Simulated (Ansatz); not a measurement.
Zn, singlet.

Input for Ansatz (a quantum-chemistry and plane-wave program):
Ansatz 0.2 input:
```yaml
crystal:
  periodic: [false, false, false]
  atoms:
    - {symbol: Zn, position_ang: [0.00000000, 0.00000000, 0.00000000]}
basis:
  gaussian:
    orbitals: 6-31G__.json
hamiltonian:
  xc: hse06
```
The basis file holds 6-31G** in the JSON format of the Basis Set Exchange.

Task: Estimate the number of basis functions that HSE06/6-31G** in Ansatz returns for this input.

Result: 36

Task: What is the computed total energy (HSE06/6-31G**)?

Result: -1778.787776 Ha
